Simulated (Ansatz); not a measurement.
TaSCl3⁺, relaxed as a doublet with UKS r2SCAN-D4/def2-SVP in Ansatz, starting from the r2SCAN-D4/def2-SVP geometry of the neutral singlet. Force threshold 0.02 eV/Å.

In the def2 sets Ta takes a core potential; there is no spin–orbit coupling.

Start:

```xyz
5

Ta    0.004    0.004   -0.010
S    -0.828   -0.792    1.809
Cl    1.977    1.038    0.519
Cl   -1.503    1.496   -0.873
Cl    0.349   -1.746   -1.445
```

```csv
step,energy (eV),largest force component (eV/Å),SCF passes
1,-49934.9607,4.261,62
2,-49935.2562,0.590,107
3,-49935.2639,0.036,56
4,-49935.2642,0.018,58
```

Force components are those of the run's own axes.

End:

```xyz
5

Ta    0.036    0.035   -0.081
S    -0.793   -0.788    1.893
Cl    1.941    1.008    0.574
Cl   -1.490    1.445   -0.915
Cl    0.306   -1.700   -1.471
```

By distances, no bond broke or formed. The bond that changes most is Ta1–S2, from 2.15 to 2.29 Å (atoms count from 1).

No frequencies were taken in this run, so the end may be a saddle point.

Run time 1.7 min (4 threads of Arm Neoverse V1 on a shared host).
